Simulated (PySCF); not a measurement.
**`C[C@H]1[CH2][GeH2][Ge@H]1[Br]`, C$_{3}$H$_{9}$BrGe$_{2}$**

Molfile (atoms numbered from 1):
```
C3H9BrGe2
     RDKit          3D

 15 15  0  0  0  0  0  0  0  0999 V2000
   -1.5673   -0.1128   -0.7897 C   0  0  0  0  0  0  0  0  0  0  0  0
   -0.6895   -0.4493    0.4063 C   0  0  1  0  0  0  0  0  0  0  0  0
    0.5638   -1.2227   -0.0155 C   0  0  0  0  0  0  0  0  0  0  0  0
    1.9506    0.2165   -0.2690 Ge  0  0  0  0  0  4  0  0  0  0  0  0
    0.2059    1.2543    1.1234 Ge  0  0  1  0  0  4  0  0  0  0  0  0
   -0.9239    3.2247    0.6524 Br  0  0  0  0  0  0  0  0  0  0  0  0
   -1.9645   -1.0186   -1.2479 H   0  0  0  0  0  0  0  0  0  0  0  0
   -2.4076    0.5159   -0.4933 H   0  0  0  0  0  0  0  0  0  0  0  0
   -0.9882    0.4241   -1.5452 H   0  0  0  0  0  0  0  0  0  0  0  0
   -1.2757   -0.9992    1.1451 H   0  0  0  0  0  0  0  0  0  0  0  0
    0.3837   -1.8362   -0.8968 H   0  0  0  0  0  0  0  0  0  0  0  0
    0.8912   -1.8931    0.7828 H   0  0  0  0  0  0  0  0  0  0  0  0
    3.3750   -0.1237    0.1563 H   0  0  0  0  0  0  0  0  0  0  0  0
    2.1112    0.6795   -1.7111 H   0  0  0  0  0  0  0  0  0  0  0  0
    0.3306    1.3486    2.6803 H   0  0  0  0  0  0  0  0  0  0  0  0
  1  2  1  0
  2  3  1  0
  3  4  1  0
  4  5  1  0
  5  6  1  0
  5  2  1  0
  1  7  1  0
  1  8  1  0
  1  9  1  0
  2 10  1  1
  3 11  1  0
  3 12  1  0
  4 13  1  0
  4 14  1  0
  5 15  1  1
M  END
```

Level of theory: TDDFT PBE0/def2-SVPD circular dichroism and optical rotation, one conformer, gas phase (PySCF 2.14.0). Geometry: GFN2-xTB.

The calculation is non-relativistic, which matters for the atoms heavier than Zn.

Problem. Draw the ECD and absorption spectra from the lowest 12 states, each a Gaussian of half-width 0.25 eV at 1/e height.

Solution. 
| E (eV) | λ (nm) | Δε (L mol⁻¹ cm⁻¹) | ε (L mol⁻¹ cm⁻¹) |
| --- | --- | --- | --- |
| 4.60 | 269 | -0.10 | 48 |
| 4.75 | 261 | -0.76 | 380 |
| 4.90 | 253 | -2.60 | 1540 |
| 5.05 | 245 | -3.32 | 3480 |
| 5.20 | 238 | +0.81 | 4890 |
| 5.35 | 232 | +4.23 | 4600 |
| 5.50 | 225 | -2.77 | 3220 |
| 5.65 | 219 | -18.73 | 3170 |
| 5.80 | 214 | -26.90 | 4850 |
| 5.95 | 208 | -17.95 | 6990 |
| 6.10 | 203 | -13.13 | 8320 |
| 6.25 | 198 | -19.71 | 8490 |
| 6.40 | 194 | -10.29 | 9550 |
| 6.55 | 189 | +19.20 | 11300 |
| 6.70 | 185 | +30.01 | 10500 |

Δε uses R in velocity form, ε uses f in length form. Only the states computed contribute, so the short-wavelength end is incomplete.
